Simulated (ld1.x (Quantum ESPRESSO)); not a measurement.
Values are calculated unless marked as measured or tabulated.
## Potentials for carbon compared

Generated with ld1.x 7.5 (TM, RRKJ, ultrasoft, PAW), atompaw 4.2 or ONCVPSP 4.0.1. The cutoff is in Ry: for ld1.x and atompaw files where the sum of valence levels is converged to 10 mRy in a Bessel basis, for ONCV files where the hardest occupied wave has 1 mHa per electron of residual kinetic energy. The error is the largest all-electron minus pseudo excitation energy over each file’s own four to seven test configurations (ionisations up to +4, promotions, holes and added fractions of an electron), all of which were solved. The labels leave out finer settings (local radius, basis sizes, second energies), which also bear on the numbers. Spin-polarised tests are not counted. The rows are a selection from randomly drawn settings: files with unsolved tests, undetermined cutoffs or missed reference levels are left out.

```csv
potential,cutoff (Ry),largest error (meV),bound ghosts
"TM, PBE, non-relativistic, rc 1.30/1.90/1.95 (spd), local smoothed, core correction yes, reference 2s1.75 2p2.25",35,+482,none
"PAW, LDA (PZ), non-relativistic, rc 0.95/1.95/1.70 (spd), local d, core correction yes, reference 2s2 2p2",35,-21,none
"PAW, LDA (PZ), scalar-relativistic, rc 0.90/2.30/2.80 (spd), local smoothed, core correction yes, reference 2s2 2p1.75",40,+50,none
"ultrasoft, LDA (PZ), non-relativistic, rc 1.05/1.45/1.15 (spd), local smoothed, core correction yes, reference 2s1 2p3",30,+46,none
"TM, PBE, scalar-relativistic, rc 1.30/2.05/1.90 (spd), local p, core correction no, reference 2s1 2p3",30,+923,none
```

Question: Fill in the row for C: RRKJ, PBEsol, non-relativistic, rc 1.05/2.35/2.30 (spd), local p, core correction yes, reference 2s2 2p2.

Answer: cutoff 50 Ry, largest error +902 meV, bound ghosts: none.

Question: Fill in the row for C: TM semilocal, PBEsol, non-relativistic, rc 1.35/2.10/1.80 (spd), local p, core correction yes, reference 2s1.75 2p2.25.

Answer: cutoff 30 Ry, largest error +708 meV, bound ghosts: none.
